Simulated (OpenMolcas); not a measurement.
V3+ (d2) among equal point charges was computed by CASSCF with the d shell active (OpenMolcas, ANO-RCC-VDZP on the metal). Its lowest spin-free states, and all those of the highest spin:

| 2S+1 | Degeneracy | E (cm-1) |
| --- | --- | --- |
| 3 | 1 | 0.0 |
| 3 | 3 | 3068 |
| 3 | 3 | 5425 |
| 1 | 2 | 14867 |
| 1 | 3 | 17558 |
| 3 | 3 | 19832 |
| 1 | 1 | 22787 |
| 1 | 3 | 23714 |
| 1 | 2 | 25167 |
| 1 | 3 | 25974 |
| 1 | 1 | 54854 |

Is the site octahedral, tetrahedral or cube-like, axial, or of lower symmetry?

The states with 2S+1 = 3 have orbital degeneracies 1, 3, 3, 3. Threefold states need a cubic site. For d2 at this spin an octahedron puts the threefold T1 below the threefold T2 and a tetrahedron or cube puts the single A2 below the threefold T2, so the site is a tetrahedron or a cube, which this pattern cannot tell apart. The first gap at this spin, 3070 cm-1, is |10Dq| in ligand-field theory. The run had V3+ among 4 point charges of -1.5 e arranged as a tetrahedron (Td), 1.74 Å from the ion.

Without dynamic correlation the repulsion within the d shell is too large (B by tens of per cent), so at a given field states of lower spin stand too high. This is an electrostatic model: the charges have no orbitals. No measured value stands beside these numbers.
